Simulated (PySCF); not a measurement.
Working out the ionisation energy of Cl²⁺

Cl²⁺ [Ne] 3s2 3p3 (4S) → Cl³⁺ [Ne] 3s2 3p2 (3P). Computed with PySCF 2.14 in an even-tempered Gaussian basis (21 s from 0.054 bohr⁻², ratio 2.5; 13 p from 0.071 bohr⁻², ratio 2.5; 5 d from 0.92 bohr⁻², ratio 2.7; 5 f from 1.4 bohr⁻², ratio 2.7), with the spin-free X2C one-electron Hamiltonian (Gaussian nucleus). Frozen: 1s2; the 23 highest virtual orbitals dropped. Energies in hartree (1 hartree = 27.21139 eV):

```csv
part,Cl²⁺ (lower),Cl³⁺ (upper)
UHF,-459.640666,-458.208211
MP2 opposite-spin,-0.301353,-0.294119
MP2 same-spin,-0.111857,-0.100387
```

Problem. What does Hartree-Fock give?

Solution. (-458.208211) − (-459.640666) = 1.432455 hartree = 38.979 eV.

Problem. What do MP2 and SCS-MP2 (6/5 opposite-spin, 1/3 same-spin) give?

Solution. The opposite-spin parts differ by 0.197 eV and the same-spin parts by 0.312 eV. MP2: 38.979 + (0.197) + (0.312) = 39.488 eV. SCS-MP2: 38.979 + 1.2 × (0.197) + (0.312)/3 = 39.319 eV.

A first-order spin-orbit estimate adds -0.101 eV to MP2 (outer shells), giving 39.387 eV against 39.8 ± 0.11 eV (semi-empirical (NIST evaluation); NIST Atomic Spectra Database, ionization energies).

What remains against the reference includes basis incompleteness, the frozen core and correlation beyond second order.
